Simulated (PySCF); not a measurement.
H3F3GeSSi, SMILES F[Si](F)(F)[S][GeH3] at its B3LYP/def2-SVP optimised geometry (Å):

```
9

Si    -0.7297     0.6968     0.0000
F     -1.3110    -0.0612     1.2988
F     -1.3132     2.1903     0.0000
F     -1.3679    -0.0371    -1.2769
S      1.3679     0.6968     0.0000
Ge     1.7520    -0.9156     1.5729
H      3.2706    -1.1242     1.4671
H      0.9788    -2.1903     1.2018
H      1.3481    -0.3850     2.9563
```

Calculation: B3LYP/def2-TZVP run with PySCF. Cells within 0.4 Å of a nucleus heavier than hydrogen are left out (blank, or x).

Map of the Laplacian of the electron density (e/bohr⁵), clipped to [-1.50, 1.50] on the plane z = 0.0 Å:

```
|22222222222222222222222222222|
|22222222222222222222222222222|
|22222222222222222222222222222|
|22222222222222222222222222222|
|22222222222222222222222222222|
|22222222356532222222222222222|
|2222222266x752222222222222222|
|222222238xxx73222222222222222|
|222222237xx052222222222222222|
|22222222465432222222222222222|
|22222222233994222041122222222|
|22222222229xx92109xx222222222|
|22222222229xx93109xx922222222|
|222222222279x92119x9122222222|
|22222222222453222100122222222|
|22222222222222222222222222222|
|22222222222222222222222222222|
|22222222222222222222222222222|
|22222222222222222222222222222|
|22222222222222222222222222222|
|22222222222222222222222222222|
|22222222222222222222222222222|
|22222222222222222222222222222|
|22222222222222222222222222222|
|22222222222222222222222222222|
|22222222222222222222222222222|
|22222222222222222222222222222|
|22222222222222222222222222222|
|22222222222222222222222222222|
```
Scale: ten equal steps from -0.398 (start of '0') to 1.50 (end of '9'), in the order '0123456789'; x runs from -4.50 to 4.50, y from -4.50 (bottom) to 4.50 (top).
